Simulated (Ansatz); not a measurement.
Relaxation of C3H6OSe (11 atoms, charge 0, multiplicity 1), to a largest force component of 0.02 eV/Å in at most 50 steps.

The calculation used RKS B3LYP-D4/def2-SVP (Ansatz).

```xyz
11
Properties=species:S:1:pos:R:3:forces:R:3
C -1.558 0.846 0.638 -1.44 2.98 -0.80
O -0.548 -0.035 0.431 2.34 -1.19 -0.87
C 0.580 0.327 -0.274 1.82 -2.41 0.85
C 1.672 -0.540 -0.438 -6.15 0.20 2.53
Se 1.488 -2.349 0.235 0.10 0.03 -0.74
H -2.419 0.413 1.197 0.64 -0.23 -0.22
H -1.218 1.774 1.202 -0.26 -0.71 -0.28
H -1.967 1.239 -0.363 0.21 -0.37 1.01
H 0.720 1.343 -0.622 -0.55 0.64 -0.13
H 2.490 -0.255 -0.951 3.09 1.10 -1.87
H 0.825 -2.818 -1.034 0.21 -0.03 0.51
```

Problem. Where does it end, and by what steps?

Solution. It converged. The force dipped under the threshold on the way, but the program's further checks kept it going. After 28 steps the energy has fallen by 0.613 eV; H11 moved furthest, 1.31 Å.

```csv
step,energy less start (eV),largest force component (eV/Å),accepted
0,0.0000,6.151,yes
1,-0.4306,1.451,yes
2,-0.5140,0.509,yes
3,-0.5041,0.292,no
4,-0.5345,0.129,yes
5,-0.5366,0.065,yes
6,-0.5375,0.018,yes
7,-0.5378,0.046,yes
8,-0.5380,0.036,yes
9,-0.5384,0.066,yes
10,-0.5382,0.085,no
11,-0.5392,0.035,yes
12,-0.5412,0.035,yes
13,-0.5426,0.186,yes
14,-0.5446,0.274,yes
15,-0.5481,0.402,yes
16,-0.5655,0.223,yes
17,-0.5872,0.161,yes
18,-0.5618,0.885,no
19,-0.5899,0.206,yes
20,-0.6026,0.122,yes
21,-0.6103,0.058,yes
22,-0.6104,0.091,yes
23,-0.6106,0.092,yes
24,-0.6094,0.285,no
25,-0.6122,0.039,yes
26,-0.6123,0.070,yes
27,-0.6126,0.024,yes
28,-0.6128,0.007,yes
```

```xyz
11
Properties=species:S:1:pos:R:3
C -1.581 1.042 0.661
O -0.627 0.009 0.554
C 0.488 0.285 -0.166
C 1.322 -0.685 -0.560
Se 0.965 -2.519 -0.156
H -2.382 0.679 1.318
H -1.144 1.955 1.106
H -2.016 1.300 -0.322
H 0.690 1.342 -0.382
H 2.239 -0.444 -1.097
H 2.112 -3.021 -0.936
```

Whether the end is a true minimum wasn't checked by a vibrational analysis.

Run time: 110 s on 2 threads of Arm Neoverse V1 (shared host), peak memory 0.29 GiB.
